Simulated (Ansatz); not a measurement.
Results of the Gaussian-basis code of Ansatz.

A structure relaxed at PBE0-D4/def2-TZVP, charge 0, multiplicity 1:

```xyz
11

N    -2.293   -1.154    0.442
Ga   -0.537   -0.858    0.203
F     0.433   -2.332    0.176
C     0.451    0.791   -0.125
F    -0.345    1.909    0.183
B     1.633    1.034   -1.115
N     1.824    0.962    0.217
H    -2.977   -0.423    0.525
H    -2.676   -2.071    0.589
H     2.135    1.208   -2.169
H     2.351    0.936    1.073
```

Problem. Give its formula and SMILES.

Solution. CH4BF2GaN2, `[NH2][Ga]([F])[C]1(F)BN1`.

Problem. Summarise the bond lengths by kind.

Solution. 1 × Ga–N 1.796 Å; 3 × H–N 1.005 to 1.006 Å; 1 × F–Ga 1.765 Å; 1 × C–Ga 1.950 Å; 1 × C–F 1.406 Å; 1 × B–C 1.561 Å; 1 × C–N 1.425 Å; 1 × B–N 1.347 Å; 1 × B–H 1.180 Å.
